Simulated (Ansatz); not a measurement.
Species: C₅H₉ (charge 0, doublet). It need not be the lowest isomer of its formula. SMILES: [H]/[C]=C/CCC
Geometry from a B3LYP-D3(BJ)/def2-TZVP (Ansatz, a program for electronic structure) optimisation:
```
C
H 1 1.0919
H 1 1.0960 2 106.97
C 1 1.5052 2 109.48 3 117.78
C 4 1.3040 1 126.24 2 4.48
H 5 1.0781 4 138.34 1 179.49
H 4 1.0964 5 118.40 6 0.70
C 1 1.5324 2 109.95 3 -118.08
H 8 1.0934 1 108.86 2 -62.57
H 8 1.0946 9 106.28 1 117.52
C 8 1.5255 9 109.98 10 118.72
H 11 1.0914 8 111.34 9 -58.24
H 11 1.0925 12 107.76 8 -122.03
H 11 1.0927 12 107.79 13 -115.85
```
Charge 0, spin multiplicity 2.

Wanted: atomisation energy (electronic, to ground-state atoms), in kcal/mol. Cores are frozen in the correlated levels unless marked. Open shells are spin-unrestricted. Spin-orbit coupling is left out. No relativistic terms. The coupled-cluster limit lacks core correlation, which all-electron functionals hold. CBS(X,Y): correlation extrapolated as X^-3; Hartree-Fock from the larger set.

```csv
level,program,atomisation energy (kcal/mol)
PBE0/def2-SVP,Ansatz,1351.8
PBE0/def2-TZVPD,Ansatz,1338.8
```

Question: Estimate the value at CCSD(T)/CBS(cc-pVTZ,cc-pVQZ) as computed with Ansatz.

Answer: 1328.0 kcal/mol, so PBE0/def2-TZVPD differs from it by 10.8 kcal/mol.
